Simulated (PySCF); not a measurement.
VOF3, SMILES [O]=[V]([F])([F])[F], multiplicity 1. The structure is a stationary point at PBE-D3(BJ)/def2-SVP. The spin state was assumed, not searched. The isomer is the one that the SMILES or the coordinates give; other isomers of the formula were not compared.

Calculation: PBE-D3(BJ)/def2-SVP in PySCF 2.14.0.

Harmonic wavenumbers (cm⁻¹): 205, 205, 259, 312, 312, 723, 814, 814, 1116. Rotational constants (GHz): 3.848, 3.848, 3.333; symmetry number 3.

Question: Work out the zero-point energy and the ideal-gas rigid-rotor harmonic-oscillator thermochemistry at 298.15 K and 1 atm.

Answer: ZPE = ½ Σ hcν = ½ × 4760 cm⁻¹ = 6.80 kcal/mol. H − E(el) = 10.85 kcal/mol. Entropy in cal/(mol K): translation 40.36, rotation 24.10, vibration 9.28, total 73.73. G − E(el) = -11.14 kcal/mol. Cp = 18.97 cal/(mol K).
